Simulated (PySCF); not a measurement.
Compound: C₄H₉FOSi.
Atom-mapped SMILES: `[F:1][C@H:2]1[CH2:3][SiH2:4][CH2:5][CH2:6][O:7]1` (hydrogens: H8 on C2; H9, H10 on C3; H11, H12 on Si4; H13, H14 on C5; H15, H16 on C6)

The same species was optimised twice, with GFN2-xTB and with PBE0-D3(BJ)/def2-SVP (PySCF), and the same property calculations (PySCF, gas phase) were run on both structures.

| coordinate | GFN2-xTB | PBE0-D3(BJ)/def2-SVP | change |
| --- | --- | --- | --- |
| Si4–C5 (Å) | 1.902 | 1.888 | -0.014 |
| C3–Si4 (Å) | 1.904 | 1.891 | -0.013 |
| F1–C2 (Å) | 1.392 | 1.383 | -0.009 |
| C6–O7 (Å) | 1.424 | 1.419 | -0.005 |
| C2–O7 (Å) | 1.375 | 1.377 | +0.002 |
| C2–C3 (Å) | 1.523 | 1.522 | -0.001 |
| C5–C6 (Å) | 1.527 | 1.527 | 0.000 |
| C3–C2–O7 (°) | 116.1 | 114.7 | -1.4 |
| Si4–C5–C6 (°) | 108.8 | 109.9 | +1.1 |
| C2–O7–C6 (°) | 116.6 | 117.3 | +0.7 |
| C3–Si4–C5 (°) | 100.8 | 101.5 | +0.7 |
| C2–C3–Si4 (°) | 109.9 | 110.4 | +0.5 |
| F1–C2–C3 (°) | 108.1 | 107.9 | -0.2 |
| F1–C2–O7 (°) | 109.7 | 109.9 | +0.2 |
| C5–C6–O7 (°) | 113.9 | 113.8 | -0.1 |

Rotational constants: A = 2935, B = 2176, C = 1585 MHz (GFN2-xTB) against A = 2939, B = 2188, C = 1595 MHz (PBE0-D3(BJ)/def2-SVP). Point groups within 0.08 Å: C1 and C1.

On the GFN2-xTB structure: lowest singlet, TDDFT (eV) 7.02 [B3LYP/def2-SVPD]; lowest triplet, Tamm–Dancoff (eV) 6.91 [B3LYP/def2-SVPD]; isotropic polarisability (au) 76.3 [B3LYP/def2-SVPD]; HOMO (eV) -7.72 [B3LYP/def2-SVPD]; LUMO (eV) 0.20 [B3LYP/def2-SVPD]; dipole (D) 1.67 [B3LYP/def2-SVPD].

**Question.** What do these properties become on the PBE0-D3(BJ)/def2-SVP structure?

**Answer.** 
| property | level | on GFN2-xTB | on PBE0-D3(BJ)/def2-SVP | change |
| --- | --- | --- | --- | --- |
| lowest singlet, TDDFT (eV) | B3LYP/def2-SVPD | 7.02 | 7.01 | -0.01 |
| lowest triplet, Tamm–Dancoff (eV) | B3LYP/def2-SVPD | 6.91 | 6.89 | -0.02 |
| isotropic polarisability (au) | B3LYP/def2-SVPD | 76.3 | 77.1 | +0.8 |
| HOMO (eV) | B3LYP/def2-SVPD | -7.72 | -7.73 | -0.01 |
| LUMO (eV) | B3LYP/def2-SVPD | 0.20 | 0.18 | -0.02 |
| dipole (D) | B3LYP/def2-SVPD | 1.67 | 1.50 | -0.17 |
| energy, GFN2-xTB geometry as zero (kcal/mol) | B3LYP/def2-SVPD | 0.0 | -0.7 | -0.7 |

The heavy atoms differ by 0.019 Å rms after alignment. Among bonds between heavy atoms C3–Si4 and Si4–C5 change most and about equally (-0.014 to -0.013 Å). Changes are differences of the printed values. Neither structure is proved a minimum here.
